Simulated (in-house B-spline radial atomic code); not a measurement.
Configurations of Re VIII (Re7+), with energies counted from [Xe] 4f14. Level of theory: Dirac-Hartree-Fock, average of configuration, Fermi nucleus of rms radius 5.3698 fm; calculated with a radial B-spline atomic code at the basis-set limit. Energies include first-order Breit, QED and recoil terms.

Occupations are held fixed; configurations that lie above the ionisation limit could autoionise.

| configuration | E - E(ref) (eV) | highest orbital | its <r> (bohr) |
| --- | --- | --- | --- |
| [Kr] 4d10 4f14 5s2 (5p1/2)1 (5p3/2)4 6s1 | 75.234 | 6s1/2 | 2.1 |
| [Xe] (4f5/2)6 (4f7/2)7 (6d5/2)1 | 97.979 | 6d5/2 | 2.902 |
| [Kr] 4d10 4f14 5s2 (5p1/2)2 (5p3/2)3 (5g7/2)1 | 107.83 | 5g7/2 | 3.358 |
| [Xe] (4f5/2)6 (4f7/2)7 (5g9/2)1 | 114.24 | 5g9/2 | 3.351 |
| [Kr] 4d10 4f14 5s2 (5p1/2)2 (5p3/2)3 (7g9/2)1 | 124.98 | 7g9/2 | 7.775 |
| [Kr] 4d10 4f14 5s2 (5p1/2)2 (5p3/2)3 (8f7/2)1 | 125.29 | 8f7/2 | 8.492 |
| [Xe] (4f5/2)6 (4f7/2)7 (9f5/2)1 | 135.77 | 9f5/2 | 11.23 |

Order these further configurations by energy, lowest first.
A. [Kr] (4d3/2)3 (4d5/2)6 4f14 5s2 5p6 6s1
B. [Xe] (4f5/2)5 (4f7/2)8 (7g7/2)1
C. [Xe] (4f5/2)5 (4f7/2)8 (9p1/2)1
D. [Kr] (4d3/2)4 (4d5/2)5 4f14 5s2 5p6 (8g7/2)1
E. [Kr] (4d3/2)3 (4d5/2)6 4f14 5s2 5p6 (8d5/2)1

C (131.71 eV), B (133.81 eV), A (306.73 eV), D (360.39 eV), E (364.73 eV).

How far above the reference does [Xe] (4f5/2)6 (4f7/2)7 (8p1/2)1 lie?

121.35 eV; its least bound orbital is 8p1/2 with <r> = 5.748 bohr.

How far above the reference does [Xe] (4f5/2)6 (4f7/2)7 (9g7/2)1 lie?

138.53 eV; its least bound orbital is 9g7/2 with <r> = 13.7 bohr.
